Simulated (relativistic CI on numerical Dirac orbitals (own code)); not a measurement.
# Fe3+: L2,3 absorption edge

Computed with this model: Dirac-Coulomb-Breit CI, separate exchange-only KLI orbitals for each configuration, model QED (radiative potential, 1s self-energy scaled to tabulated hydrogen-like ionisation energies), valence Slater integrals scaled by 0.8, multiplet model of core-to-valence dipole absorption; configurations [Ar] 3d5 → [He] 2s2 2p5 3s2 3p6 3d6; 300 K; Lorentzian 0.4 eV and Gaussian 0.3 eV FWHM. Energies are those of the free ion, without screening or charge transfer. The branching ratio is the share of the lower-energy edge in the whole absorption, uncertain by about 0.02 where the edges overlap. S is read from ⟨S²⟩ = S(S + 1).

Field parameters in Wybourne normalisation: D3d B²₀ = −7Dσ, B⁴₀ = −14Dq − 21Dτ, B⁴₃ = −14√(10/7) Dq; D4h B²₀ = −7Ds, B⁴₀ = 21(Dq − Dt), B⁴₄ = 21√(5/14) Dq; Oh B⁴₀ = 21Dq, B⁴₄ = √(5/14) B⁴₀; Td as Oh with Dq negative (B⁴₀ = 21Dq, B⁴₄ = √(5/14) B⁴₀). The field is a parameter set, without covalency.

free ion: ground-state S = 2.50, centroid 716.30 eV, branching ratio 0.764. Peaks (eV, height): 712.5 (100), 713.8 (38), 716.8 (13), 724.9 (19), 726.8 (29).

Oh, 10Dq = 30150 cm⁻¹: ground-state S = 0.51, centroid 717.25 eV, branching ratio 0.688. Peaks (eV, height): 709.2 (49), 710.6 (7), 712.3 (56), 714.0 (100), 715.6 (18), 716.8 (12), 725.2 (39), 725.9 (78), 728.3 (10).

Td, 10Dq = -12150 cm⁻¹: ground-state S = 2.50, centroid 716.28 eV, branching ratio 0.766. Peaks (eV, height): 710.2 (17), 712.7 (100), 713.8 (35), 716.0 (8), 716.9 (11), 723.8 (11), 725.6 (15), 726.4 (17), 727.3 (21).

D4h, 10Dq = 10050, Ds = -1470, Dt = 910 cm⁻¹: ground-state S = 2.50, centroid 716.29 eV, branching ratio 0.765. Peaks (eV, height): 710.2 (8), 712.6 (100), 714.1 (42), 716.9 (12), 723.8 (7), 725.1 (18), 727.0 (27).

D3d, 10Dq = 9050, Dσ = 180, Dτ = -30 cm⁻¹: ground-state S = 2.50, centroid 716.29 eV, branching ratio 0.765. Peaks (eV, height): 711.1 (20), 712.6 (100), 713.6 (35), 714.2 (29), 716.7 (11), 724.4 (14), 725.3 (11), 726.2 (15), 726.8 (19), 727.2 (18).

Oh, 10Dq = 29600 cm⁻¹: ground-state S = 0.51, centroid 717.22 eV, branching ratio 0.688. Peaks (eV, height): 709.2 (46), 710.5 (7), 712.2 (54), 714.0 (100), 715.5 (19), 716.7 (13), 725.1 (38), 725.8 (77), 728.2 (10).

The statistical ratio of this edge is 2/3 = 0.667. Values above it arise where the holes sit mainly in the j = l + 1/2 valence subshell or the ground state has high spin; values below it where core-valence Coulomb terms move weight to the upper edge, as in nearly empty shells.

Strongest unbroadened transitions for free ion:

| Energy (eV) | Relative strength |
| --- | --- |
| 711.61 | 21.3 |
| 711.88 | 14.9 |
| 712.13 | 15.6 |
| 712.36 | 85.9 |
| 712.56 | 100.0 |
| 712.57 | 36.1 |
| 712.85 | 20.8 |
| 713.74 | 57.0 |
| 714.01 | 22.4 |
| 714.29 | 18.6 |
| 716.70 | 5.4 |
| 716.82 | 20.2 |
| 717.61 | 6.4 |
| 724.57 | 5.0 |
| 724.63 | 16.8 |
| 724.97 | 31.0 |
| 726.58 | 19.7 |
| 726.87 | 53.5 |
